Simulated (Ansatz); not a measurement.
Consider the ligand exchange at the Si–C bond: `C[Si](F)(F)CO` + HI → `C[Si](F)(F)I` + CH₃OH.

Calculated with Ansatz (gas phase, PBE0-D4/def2-TZVP geometries, no zero-point term in ΔE). CCSD(T)/CBS adds triple-zeta CCSD(T) − MP2 to the extrapolated MP2 energy (def2 sets, frozen cores). This one scheme is used for every species. DFT in def2-TZVPP. Elements past krypton have def2 core potentials. For I outer-core shells are correlated without core-valence functions, which leaves a few kJ/mol of doubt a bond. One conformer a species, not always the lowest.

`C[Si](F)(F)CO`:

Z-matrix (Å, degrees):
```
C
Si 1 1.840
H 1 1.092 2 110.8
H 1 1.092 2 110.0 3 -119.6
H 1 1.092 2 110.9 3 120.3
F 2 1.600 1 109.0 3 -173.5
F 2 1.594 1 110.1 3 -56.9
C 2 1.869 1 115.5 3 67.9
O 8 1.427 2 109.8 1 64.6
H 8 1.099 2 111.6 1 -170.7
H 8 1.094 2 110.6 1 -52.7
H 9 0.961 8 108.2 2 62.7
```

HI:

```xyz
2

I    -0.593    0.141   -0.526
H     0.593   -0.141    0.526
```

`C[Si](F)(F)I`:

```xyz
8

C     0.522   -0.564    0.698
Si   -0.373    0.325   -0.636
F     0.592    0.605   -1.861
F    -1.560   -0.563   -1.196
I    -1.299    2.440    0.086
H     0.914   -1.509    0.313
H     1.354    0.040    1.065
H    -0.149   -0.774    1.532
```

CH₃OH:

Z-matrix (Å, degrees):
```
C
O 1 1.409
H 1 1.097 2 112.4
H 1 1.090 2 107.0 3 -118.5
H 1 1.097 2 112.4 3 123.0
H 2 0.959 1 108.5 3 -61.6
```

CCSD(T)/CBS gives -23.0 kcal/mol.

Question: Another level gave -21.3 kcal/mol. Which?
A. RPA@PBE/def2-TZVPP
B. HF/def2-TZVPP
C. r2SCAN/def2-TZVPP
D. LC-ωPBE/def2-TZVPP

Answer: D. LC-ωPBE -21.3, r2SCAN -22.4, HF/def2-TZVPP -23.4, RPA@PBE/def2-TZVPP -19.6 kcal/mol.

Largest T1 diagnostic among the species: 0.011.

At CCSD(T), def2-SVP lies +4.4 kcal/mol from the extrapolated value and def2-TZVPP +2.2 kcal/mol. From PBE to PBE0 (25 % exact exchange), in def2-TZVPP and without D4, ΔE moves by −0.8 kcal/mol.
